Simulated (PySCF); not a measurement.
Structure problem from calculated spectra and properties.

Elements present: C, H and P. Monoisotopic mass: 128.0755 u.

* UV, strongest line: among the 10 lowest singlet transitions: S10 at 7.30 eV (170 nm, f = 0.130) [TDDFT CAM-B3LYP/def2-SVPD]
* Valence photoelectron: vertical ionisation energy: 8.09 eV [ΔSCF CAM-B3LYP/def2-SVPD]
* Rotational structure: rotational constants A, B, C: 2.574, 0.962, 0.761 GHz [PBE0-D3(BJ)/def2-SVP]
* Polarisability: 114.3 au [CAM-B3LYP/def2-SVPD]
* Dipole: 1.58 D [CAM-B3LYP/def2-SVPD]
* 13C NMR: chemical shifts (computed TMS as zero) by class: 106.4 (1 C), 84.7 (1 C), 38.8 (1 C), 21.5 (2 C), 15.6 (1 C), 6.3 (1 C) ppm [GIAO PBE/pcSseg-1]

The electronic properties come from PySCF, for the isolated species, density fitting. Levels stand in brackets. Isolated species at its PBE0-D3(BJ)/def2-SVP geometry (one conformer only). Each NMR value is the plain mean over a class of atoms that symmetry, rotation or inversion makes alike.

**Question.** Which formula fits the mass and the elements?

**Answer.** C7H13P (calculated 128.0755). No other formula that holds each of these elements comes within 0.0003 u with a fitting electron parity and a possible valence count.

**Question.** Propose a structure and show how it fits.

**Answer.** Numbering: `[CH3:1][C:2]#[C:3][P:4]([CH3:5])[CH:6]([CH3:7])[CH3:8]`. 7 carbons fall into 6 classes; from least to most shielded: alkyne carbon [C2] (106.4 ppm), alkyne carbon [C3] (84.7 ppm), sp3 carbon bound to phosphorus [C6] (38.8 ppm), methyl carbon [C7/C8] (21.5 ppm, 2 C), sp3 carbon bound to phosphorus [C5] (15.6 ppm), propargylic carbon [C1] (6.3 ppm). The first electron is taken from the HOMO, whose largest Löwdin shares are 0.44 on the phosphine phosphorus, 0.15 on an alkyne carbon, 0.14 on an alkyne carbon and 0.09 on an sp3 carbon bound to phosphorus. The optimised geometry has point group C1 and is an asymmetric top. Structure: `CC#CP(C)C(C)C`. Computed isomers that give other values at the same levels: `CC#CPC(C)(C)C` (rotational constant A: 3.079 GHz; this holds for the one conformer computed); `CC(C)C1=CCCP1` (rotational constant A: 2.896 GHz; this holds for the one conformer computed). The assignments are read from this structure; whether some other isomer fits the data as well wasn't checked.

Conformer computed: `[CH3:1][C:2]#[C:3][P:4]([CH3:5])[CH:6]([CH3:7])[CH3:8]`: C3–P4–C6–C7 171°.
